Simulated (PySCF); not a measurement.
This PySCF input asks for the NMR shieldings of SMILES C#C[C@H](CC=C)CB(O)O, C₇H₁₁BO₂; the geometry comes from GFN2-xTB.

```python
import basis_set_exchange as bse
import numpy as np
from pyscf import gto, dft
from pyscf.prop import nmr

atoms = """
C    -0.520142   -3.703387    0.413362
C    -0.275315   -2.533507    0.476606
C     0.011792   -1.111702    0.516490
C    -1.311666   -0.321546    0.546087
C    -1.072572    1.134771    0.767717
C    -1.346404    2.079158   -0.114025
C     0.870444   -0.719274   -0.698472
B     1.459515    0.763805   -0.628606
O     1.445967    1.505716   -1.762727
O     2.017593    1.189115    0.533464
H    -0.723989   -4.731377    0.368179
H     0.578337   -0.892628    1.428629
H    -1.841191   -0.476708   -0.395817
H    -1.930806   -0.713258    1.359067
H    -0.634544    1.390170    1.724420
H    -1.159875    3.121971    0.084065
H    -1.775052    1.848045   -1.075172
H     1.707726   -1.419252   -0.758775
H     0.285461   -0.853327   -1.608951
H     1.825181    2.384703   -1.719593
H     2.380620    2.075455    0.543582
"""
names = dict.fromkeys(["C", "B", "O", "H"], "pcSseg-1")
basis = {el: gto.basis.parse(bse.get_basis(n, elements=[el], fmt="nwchem")) for el, n in names.items()}
mol = gto.M(atom=atoms, basis=basis, charge=0, verbose=0)
mf = dft.RKS(mol, xc="PBE0")
mf.grids.level = 2
mf.grids.alignment = dft.numint.BLKSIZE   # the property module wants whole blocks of grid points
mf.conv_tol = 1e-9
mf.kernel()

calc = nmr.RKS(mf)   # GIAO
C = mf.mo_coeff
Co = C[:, mf.mo_occ > 0]
resp = mf.gen_response(singlet=True, hermi=2)
def vind(x):   # induced exchange potential for any number of trial vectors
    d = np.einsum("pi,xij,qj->xpq", C, 2 * x.reshape(-1, C.shape[1], Co.shape[1]), Co, optimize=True)
    return np.einsum("xpq,pi,qj->xij", resp(d - d.transpose(0, 2, 1)), C, Co, optimize=True).ravel()
mo1, _ = nmr.rhf.solve_mo1(calc, with_cphf=vind)
sigma = calc.kernel(mo1)
for i, s in enumerate(sigma):   # ppm
    print("%2d %-2s %9.2f" % (i, mol.atom_pure_symbol(i), np.trace(s) / 3))
```

Question: What does it print?

Answer: 
```
 0 C     112.95
 1 C      91.25
 2 C     159.17
 3 C     138.21
 4 C      38.56
 5 C      61.06
 6 C     160.87
 7 B      72.30
 8 O     206.23
 9 O     208.61
10 H      30.25
11 H      29.13
12 H      29.77
13 H      28.93
14 H      25.63
15 H      26.60
16 H      26.21
17 H      30.49
18 H      30.90
19 H      28.72
20 H      28.75
```

These numbers come from an equivalent density-fitted implementation of the same equations, which agrees with the script to about 0.01 ppm for H and up to a few tenths of a ppm for heavy atoms, so last digits may differ.

Size and cost of the density-fitted run: 225 basis functions, 83 s wall time on 1 thread of an Intel Xeon Platinum 8259CL, shared host; peak memory 1.1 GiB.
